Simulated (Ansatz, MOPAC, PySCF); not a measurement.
Complex: HI (SMILES I) (first 2 atoms) with Si2H6 (SMILES [SiH3][SiH3]); geometry from B3LYP-D3(BJ)/def2-TZVP.
(charge 0, multiplicity 1):
```tsv
atom	x (Å)	y (Å)	z (Å)
I	-0.6121	-0.3548	-0.5704
H	0.3242	-0.2524	0.7434
Si	-0.4044	0.0234	3.7397
Si	0.0900	0.2066	6.0238
H	-1.2236	-1.1819	3.4706
H	0.8545	-0.0902	2.9573
H	-1.1374	1.2189	3.2600
H	-1.1627	0.3253	6.8085
H	0.9245	1.4070	6.2716
H	0.8303	-0.9931	6.4842
```

Interaction energies are E(AB) − E(A) − E(B) at the monomers' geometry in the complex; basis-set methods are counterpoise corrected.

The state reached by AM1 isn't checked.

The values were computed with Ansatz (Gaussian basis) for Hartree–Fock, density functionals and correlated methods; MOPAC for AM1 (differences of heats of formation); PySCF for the dispersion terms. Values without a source in brackets are computed. In def2 rows elements past Kr take small-core potentials, without spin–orbit coupling.

### Question
One of these levels gives 0.5 kJ/mol for the interaction energy. Which one is it?
A) revPBE-D3(BJ)/def2-TZVPPD
B) revPBE/def2-TZVPPD
C) AM1

### Answer
C, AM1. The others give 3.3 (revPBE/def2-TZVPPD), -5.8 (revPBE-D3(BJ)/def2-TZVPPD)

Ansatz is a program for electronic structure.
